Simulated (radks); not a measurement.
Question: Neutral silver, [Kr] 4d10 5s1. All-electron calculation, non-relativistic Kohn-Sham, exchange-only PBE, spin-polarised, spherical densities, point nucleus. Program: a radial shooting solver on a logarithmic mesh with Libxc functionals. Every spin shell is full or empty, so the densities are truly spherical. Functionals are evaluated on that one density, not self-consistently. Rank these orbital-free kinetic functionals by their error against the exact value of the orbitals, and give that value: Thomas-Fermi, von Weizsacker, TF + vW/9, TF + vW/5, APBEK, revAPBEK, Perdew 92, Thakkar, PG1, DePristo-Kress.

Answer: Exact: 5197.11 hartree. From best to worst, with 100 (|E| - |E exact|)/|E exact| (equal figures are ties): DePristo-Kress -0.08, APBEK +0.13, revAPBEK +0.32, Thakkar -0.54, Perdew 92 -0.67, TF + vW/9 -0.68, TF + vW/5 +3.09, Thomas-Fermi -5.39, PG1 +15.45, von Weizsacker -57.59.
